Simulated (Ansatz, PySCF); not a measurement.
Complex: C2H6 (SMILES CC) (first 8 atoms) with CH6Si (SMILES C[SiH3]); geometry from B3LYP-D3(BJ)/def2-TZVP, rigid monomers moved along the line of their centres of mass till H5···Si10 is 3.78 Å.
(charge 0, multiplicity 1):
```xyz
16

C      0.8788     0.0867     0.4553
C     -0.5102     0.6818     0.2449
H      1.5568     0.3666    -0.3534
H      0.8417    -1.0033     0.4944
H      1.3262     0.4323     1.3894
H     -0.4775     1.7731     0.2272
H     -1.1953     0.3836     1.0403
H     -0.9429     0.3503    -0.7010
C     -0.5450     0.7584     4.6398
Si    -0.1811    -1.0779     4.5155
H     -0.0294     1.1968     5.4961
H     -1.6151     0.9337     4.7645
H     -0.2195     1.2852     3.7419
H      1.2715    -1.3146     4.3348
H     -0.8987    -1.6804     3.3666
H     -0.6161    -1.7748     5.7510
```

Monomers are frozen at their geometry in the pair; levels with a basis set take the counterpoise correction. Rows marked so take none.

Correlated levels freeze the cores. Rows in 6-311+G**, 6-31G* carry no dispersion term and start afresh at each structure (6-31G* with six Cartesian d functions).

Programs: Ansatz (Gaussian orbitals); PySCF for 6-311+G** rows, 6-31G* rows, the dispersion terms. 

```json
[
 {"level": "PBE-D4/def2-TZVPPD", "interaction energy (meV)": "-61.6"},
 {"level": "r2SCAN-D3(BJ)/def2-TZVPPD", "interaction energy (meV)": "-47.4"},
 {"level": "B3LYP/6-31G*", "interaction energy (meV)": "16.2"},
 {"level": "B3LYP/6-31G* (no counterpoise)", "interaction energy (meV)": "2.4"},
 {"level": "B3LYP/6-311+G** (no counterpoise)", "interaction energy (meV)": "14.4"},
 {"level": "PBE0/def2-TZVPPD", "interaction energy (meV)": "-12.1"},
 {"level": "PBE0-D4/def2-TZVPPD", "interaction energy (meV)": "-56.9"},
 {"level": "wB97X-V/def2-TZVPPD", "interaction energy (meV)": "?"},
 {"level": "SCS-MP2/aug-cc-pV(D+d)Z", "interaction energy (meV)": "?"}
]
```

Question: Some entries are withheld; supply them.

Answer: 
- wB97X-V/def2-TZVPPD, interaction energy (meV): -50.3
- SCS-MP2/aug-cc-pV(D+d)Z, interaction energy (meV): -30.4

Ansatz is a first-principles code.
